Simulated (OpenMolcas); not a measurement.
# Ag7+: effect of correlating more closed shells

```json
{"Program": "OpenMolcas 26.06", "Basis": "ANO-RCC-VTZP [7s6p4d2f1g]", "Scalar Hamiltonian": "DKH2, point nucleus", "Active space": "4 electrons in 5 orbitals (4d)", "State averaging": "2S+1 = 5 even, 5 roots; 2S+1 = 3 even, 45 roots; 2S+1 = 1 even, 50 roots", "Spin-orbit coupling": "RASSI with atomic mean-field integrals over the reference wave functions, term energies averaged over their components"}
```

Methods on the same reference wave functions:
A. CASSCF
B. MS-CASPT2, IPEA 0.25 Eh, imaginary shift 0.1 Eh (closed shells correlated: none)
C. MS-CASPT2, IPEA 0.25 Eh, imaginary shift 0.1 Eh (closed shells correlated: 4s 4p)
D. MS-CASPT2, IPEA 0.25 Eh, imaginary shift 0.1 Eh (closed shells correlated: 3d 4s 4p)

Energies in cm⁻¹ above 4d⁴ ⁵D₀, the measured ground level; measured values from Atoms 5, 11 (2017), spectra Ag VII to Ag IX.

```
            Level      A      B      C      D  Measured
          4d⁴ ⁵D₀    0.0    0.0    0.0    0.0       0.0
          4d⁴ ⁵D₁   1147   1240   1255   1259      1340
          4d⁴ ⁵D₂   2896   3050   3070   3070      3212
          4d⁴ ⁵D₃   4931   5100   5100   5100      5292
          4d⁴ ⁵D₄   7109   7240   7230   7230      7443
       4d⁴ ³P₀(1)  25034  22360  21830  21720     21309
   4d⁴ ³H₄ [69 %]  26203  25620  24330  24220     23302
          4d⁴ ³H₅  28758  28420  27160  27060     26250
       4d⁴ ³P₁(1)  29981  27300  26870  26760     26526
          4d⁴ ³H₆  30549  30310  29090  28980     28185
       4d⁴ ³F₂(1)  31783  29810  28800  28680     28051
4d⁴ ³F₄(1) [54 %]  32811  31470  30270  30160          
       4d⁴ ³P₂(1)  36098  33370  32660  32530     32134
   4d⁴ ³G₄ [61 %]  36913  35540  33790  33660     32698
          4d⁴ ³G₅  38717  37670  35980  35860     35077
          4d⁴ ¹I₆  43243  42860  41080  40940     39744
          4d⁴ ³D₃  43419  40890  38240  38080     36879
   4d⁴ ³D₂ [69 %]  44251  41530  39440  39290     38402
          4d⁴ ³D₁  45452  42950  40350  40200     39191
4d⁴ ¹G₄(1) [73 %]  47822  46130  44170  44030     43104
       4d⁴ ¹S₀(1)  52604  49170  46230  46050          
       4d⁴ ¹D₂(1)  54908  51100  50150  49980          
          4d⁴ ¹F₃  60123  56540  53930  53720     52004
       4d⁴ ³P₂(2)  68607  63290  61120  60880
```

Deviations, from unrounded energies. A percentage is the sum of absolute deviations over the sum of measured energies, with the sign that they share, or ± where signs differ.

```
                        Against measurement  Levels      A     B     C     D
             mean absolute deviation (cm-1)      19   3500  2100   810   710
      fine structure of the ground term (%)       4   -7.0  -3.8  -3.7  -3.6
other terms of the ground configuration (%)      15  +13.0  +7.6  +3.0  +2.6
```

D lies closest to measurement on these levels and A furthest from it. The largest miss of D in the table is 4d⁴ ¹F₃, by +1700 cm-1. The ranking rests on the paired levels alone, and a cruder setting can come out closer through cancelling errors.

Among B to D the level of the table that moves most is 4d⁴ ¹S₀(1), by 3100 cm-1 (lowest in D, highest in B). Moves below CASPT2's spread within the term are not significant.

The two smallest mean deviations differ by little beside CASPT2's spread within terms, so their order carries little weight.

From A to B the spin-free energies of the other terms of 4d⁴ shown, above ⁵D, scale by factors of 0.89 to 0.98.

The lowest spin-free term lies below A's lowest term by 0.031 hartree in B, 0.295 hartree in C, 0.360 hartree in D.

What an inner shell adds also hangs on whether the basis holds functions to correlate it.

CASPT2 breaks the degeneracy within a term, and the mean is taken; among the terms shown or strongly mixed into the levels shown the widest spread is 1200 cm-1 (4d⁴ ¹F, D). The CASPT2 spread within a term exceeds the gap to the next term for 4d⁴ ³D and 4d⁴ ¹I, so the order of their levels is uncertain (figures for B; the like holds for C, D). Without dynamic correlation excited terms often stand tens of per cent too high (terms of higher spin than the ground term too low), and those without a measured partner can miss by more than the paired ones (holds for A). Some levels mix across a computed gap that differs much from the measured one, so their mixing is not that of the real levels (holds for A; B). Measured partners are found by configuration, term and J. A level has none where our copy of the source lacks it or the pairing is in doubt (some pairs that miss far off the trend of their configuration count as doubtful), and it then counts in no deviation. Only configurations of the active space appear. The table leaves out levels that lie high or whose names do not pair safely across all columns.

A share in square brackets marks a mixed level and gives the weight of the term that names it, the lowest over the columns. A number in round brackets counts repeated terms of one configuration in the order of the reference energies.
